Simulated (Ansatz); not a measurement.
`CS[AsH2]` + CH₃OH → `CO[AsH2]` + CH₃SH at 500 K and 1 bar (ligand exchange at the As–S bond).

Calculated with Ansatz (gas phase, PBE0-D4/def2-TZVP geometries, no zero-point term in ΔE). CCSD(T)/CBS is the MP2 limit (def2-TZVPP, def2-QZVPP) plus CCSD(T) − MP2 in def2-TZVPP, frozen cores. This one scheme is used for every species. For As outer-core shells are correlated without core-valence functions, which leaves a few kJ/mol of doubt a bond. Scalar relativity is left out up to krypton.

| species | CCSD(T)/CBS energy (Eh) | H − E (kJ/mol) | S (J/(mol·K)) |
| --- | --- | --- | --- |
| `CS[AsH2]` | -2673.84263 | 179.4 | 372.7 |
| CH₃OH | -115.61712 | 157.0 | 265.4 |
| `CO[AsH2]` | -2351.21577 | 183.5 | 338.9 |
| CH₃SH | -438.22835 | 145.1 | 283.7 |

H − E and S are ideal-gas, rigid-rotor, harmonic terms from PBE0-D4/def2-TZVP. 1 Eh = 2625.50 kJ/mol, R = 8.31446 J/(mol·K).

Q: By hand: ΔE, ΔH, ΔS and ΔG.

A: ΔE = (-2351.21577) + (-438.22835) − (-2673.84263) − (-115.61712) = 0.01563 Eh = 41.0 kJ/mol. Δ(H − E) = 183.5 + 145.1 − 179.4 − 157.0 = -7.8, so ΔH = 33.2 kJ/mol. ΔS = 338.9 + 283.7 − 372.7 − 265.4 = -15.5 J/(mol·K). ΔG = 33.2 − 500 × (-15.5)/1000 = 41.0 kJ/mol.

Q: By hand: the equilibrium constant, and the temperature at which ΔG would vanish if ΔH and ΔS stayed fixed.

A: log₁₀ K = −ΔG/(RT ln 10) = -4.3. ΔH and −TΔS have one sign here, so there is no such temperature.

ΔH outweighs TΔS. A doubt of 5 kJ/mol in ΔE shifts log₁₀ K by 0.5 here. Modes under 60 cm⁻¹, often nearly free rotors, make the harmonic entropy too high. These are equilibria of isolated gas molecules and say nothing of rates. Largest T1 diagnostic: 0.012 (customary marks: 0.02 for closed shells, 0.045 for open ones).
